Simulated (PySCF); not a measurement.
## N²⁺: excitation energy

N²⁺ [He] 2s2 2p1 (2P) → N²⁺ [He] 2s1 2p1 3d1 (high-spin determinant), as a difference of total energies. Calculation: PySCF 2.14, in aug-cc-pwCVQZ (9s8p6d4f2g, 109 functions); the non-relativistic Hamiltonian (point nucleus). Correlated levels: valence: 1s2 frozen; valence and next inner shell: nothing frozen. The calculations carry no spin-orbit coupling.

```
                                method  excitation energy (eV)
                                   UHF                  39.123
                                   LDA                  39.665
                                   PBE                  39.530
                                  PBE0                  39.748
                                r2SCAN                  39.492
                                 M06-L                  39.675
                                 B97-3                  40.042
                               LC-wPBE                  40.237
                         MP2 (valence)                  40.531
                     SCS-MP2 (valence)                  40.958
    MP2 (valence and next inner shell)                  40.586
SCS-MP2 (valence and next inner shell)                  41.004
```

**Question.** How much does correlation contribute at MP2 (valence and next inner shell)?

**Answer.** 40.586 − (39.123) = 1.463 eV, measured against UHF.

The promoted electron is Rydberg-like, and one or two diffuse shells describe it only roughly, which tends to raise the upper state.

The determinant of the upper state mixes LS terms, which raises its energy above the lowest term, most at the Hartree-Fock and MP2 levels.
